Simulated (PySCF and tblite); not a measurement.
Results of a calculation; reference values are marked as such.
C₇H₁₁F, numbered as in [F:1][C@@H:2]1[CH:3]=[CH:4][CH2:5][CH2:6][CH2:7][CH2:8]1. Level: TPSS-D3(BJ)/cc-pVDZ (IEF-PCM, chloroform)//GFN2-xTB, thermal terms from GFN2-xTB, symmetry numbers and mirror pairs counted. Conformers within 2.5 kcal/mol (GFN2-xTB free energy) were kept, 4 at most. GIAO shieldings: KT2/pcSseg-1 (IEF-PCM, chloroform), starting guess atom. Shifts are against TMS (¹H), TMS (¹³C) at the same level; of two unlike H on one atom, a is the less shielded. (PySCF 2.14, tblite 0.8.)

The 7-ring runs over atoms 2–3–4–5–6–7–8.

```csv
conformer,shape,point group,mirror pair,ΔE(DFT),Δ(G−E) at 250 K,δ H6b (ppm)
1,"7-ring puckered (ring torsions 0, 61, -78, 67, -67, 79, -63°)",C1,no,0.00,0.00,1.14
2,"7-ring puckered (ring torsions -2, -60, 78, -69, 67, -75, 61°)",C1,no,0.77,0.20,1.95
3,"7-ring puckered (ring torsions -4, -29, 80, -45, -43, 84, -35°)",C1,no,0.86,0.07,2.00
```

Energies in kcal/mol; the thermal term leaves out symmetry numbers and mirror images.

Question: Work out the weights at 250 K and the ¹H shift of H6b under fast exchange.

Answer: RT = 0.497 kcal/mol. Each conformer gets RT ln(σ/g), with σ the rotational symmetry number and g = 2 for a mirror pair: 1: σ = 1, g = 1, G = 0.00 + 0.00 + 0.00 = 0.00, 0.00 above the lowest, exp(−ΔG/RT) = 1.000; 2: σ = 1, g = 1, G = 0.77 + 0.20 + 0.00 = 0.97, 0.97 above the lowest, exp(−ΔG/RT) = 0.142; 3: σ = 1, g = 1, G = 0.86 + 0.07 + 0.00 = 0.93, 0.93 above the lowest, exp(−ΔG/RT) = 0.154. The sum is 1.296, so the weights are 77.2, 11.0, 11.9 %. The averaged shift is 1.34 ppm. At 298.15 K it is 1.38 ppm. At 298.15 K the leading conformer alone gives 1.14 ppm and bare DFT energies give 1.42 ppm.
